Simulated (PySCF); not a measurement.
## Spin states of HgF⁺

Unrestricted PBE0; basis Hg cc-pVDZ-PP with ECP60, F cc-pVDZ; scalar-relativistic core potentials; PySCF 2.14. Outer shells of the fragments: Hg+ 5d10 6s1; F 2s2 2p5.

Followed along the bond (rough minima from three points):

```json
{"2Ms+1": "1", "unpaired": "none", "⟨S²⟩ at the start": "0.00", "R at minimum (Å)": "1.93", "Te (eV)": "0.00"}
{"2Ms+1": "3", "unpaired": "σ ↑, π ↑", "⟨S²⟩ at the start": "2.00", "R at minimum (Å)": "none in the scan", "Te (eV)": "≤ 1.45"}
```

Solutions found at the starting distance of 2.090 Å, counted from the lowest of them; the search is not exhaustive and high or unbound solutions are not listed, so other states can lie among these:

```tsv
2Ms+1	unpaired	term	E (eV)	⟨S²⟩	⟨Lz²⟩	μ (D)
1	none	¹Σ⁺	0.00	0.00	0.00	-3.96
3	σ ↑, π ↑	³Π	1.57	2.00	1.00	0.91
1	σ ↓, π ↑	mixed	1.67	1.00	1.00	0.91
3	σ ↑↑	³Σ⁺	2.02	2.00	0.00	-0.24
3	σ ↑, δ ↑	³Δ	6.39	2.01	4.00	-2.32
1	σ ↑, δ ↓	mixed	6.48	1.01	4.00	-2.10
```

A term symbol is given only where ⟨S²⟩ and ⟨Lz²⟩ are close to those of a pure state; real π, δ and φ orbitals otherwise mix terms. A positive dipole points towards F; it is taken about the centre of mass and depends on that origin.

Spin–orbit coupling is left out. Counting both spins, an empty level lies below a filled one in some of these solutions, because spin and occupation are held.
